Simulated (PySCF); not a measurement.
Sn(OH)(NH2)3 (H₇N₃OSn), SMILES [NH2][Sn]([NH2])([NH2])[OH]. Atoms are numbered in the order given.

```xyz
12

N     -1.2315    -1.5051    -0.5800
Sn     0.0086    -0.0017    -0.0078
N      1.9745    -0.4623     0.1544
N     -0.2900     1.4701    -1.3785
O     -0.4645     0.4447     1.8706
H     -0.8994    -2.4150    -0.2641
H     -1.3208    -1.5544    -1.5939
H      2.5501    -0.0120    -0.5543
H      2.3413    -0.2110     1.0709
H     -1.2773     1.6264    -1.5761
H      0.1040     2.3626    -1.0858
H     -1.3818     0.2127     2.0566
```

Geometry: PBE0-D3(BJ)/def2-SVP. The def2 effective core potentials stand for the cores of Sn; spin–orbit coupling is left out. Other conformers were not sampled.

Level of theory: PBE/def2-TZVP (PySCF).

ESP charges are fitted to the potential on shells at 1.4 to 2.0 van der Waals radii. Atomic charges (e):

```json
[
 {"atom": "N1", "ESP fit": "-1.02", "Mulliken": "-0.74", "Löwdin": "-0.41"},
 {"atom": "Sn2", "ESP fit": "1.18", "Mulliken": "1.14", "Löwdin": "0.49"},
 {"atom": "N3", "ESP fit": "-1.01", "Mulliken": "-0.74", "Löwdin": "-0.40"},
 {"atom": "N4", "ESP fit": "-0.96", "Mulliken": "-0.73", "Löwdin": "-0.41"},
 {"atom": "O5", "ESP fit": "-0.76", "Mulliken": "-0.65", "Löwdin": "-0.33"},
 {"atom": "H6", "ESP fit": "0.37", "Mulliken": "0.24", "Löwdin": "0.15"},
 {"atom": "H7", "ESP fit": "0.38", "Mulliken": "0.23", "Löwdin": "0.15"},
 {"atom": "H8", "ESP fit": "0.36", "Mulliken": "0.23", "Löwdin": "0.15"},
 {"atom": "H9", "ESP fit": "0.39", "Mulliken": "0.24", "Löwdin": "0.15"},
 {"atom": "H10", "ESP fit": "0.35", "Mulliken": "0.23", "Löwdin": "0.15"},
 {"atom": "H11", "ESP fit": "0.32", "Mulliken": "0.23", "Löwdin": "0.15"},
 {"atom": "H12", "ESP fit": "0.40", "Mulliken": "0.31", "Löwdin": "0.15"}
]
```
